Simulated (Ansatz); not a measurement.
`[F][Ge]([F])([F])[F]`. Charge 0, multiplicity 1.

Cartesian coordinates in Å:
```
F 1.5277 0.7258 -0.0206
Ge 0.0000 0.0000 0.0000
F -0.2526 -0.7397 1.5001
F -1.1872 1.1776 -0.2550
F -0.0880 -1.1637 -1.2245
```

Task: List the harmonic frequencies (cm⁻¹, unscaled) at PBE0-D4/def2-TZVP in Ansatz. (Best estimate.)

Result: Computed: 198, 198, 267, 267, 267, 731, 799, 799, 799.

Task: Is this a minimum?

Result: Yes, all 9 modes are real.

Task: Give the ideal-gas thermochemistry at 298.15 K and 1 bar (rigid rotor, harmonic oscillator; point group Td, symmetry number 12).

Result: Zero-point energy 25.9 kJ/mol; H(298) − E = 43.3 kJ/mol; entropy 303.1 J/(mol·K), of which translation 171.2, rotation 89.9, vibration 42.0; G(298) − E = -47.1 kJ/mol.

Task: And at 400, 500, 600, 800 and 1000 K?

Result: 
```csv
T (K),H − E (kJ/mol),S (J/mol/K),G − E (kJ/mol)
400,52.1,328.5,-79.3
500,61.4,349.2,-113.2
600,71.1,366.9,-149.0
800,91.2,395.9,-225.4
1000,111.9,418.9,-307.0
```
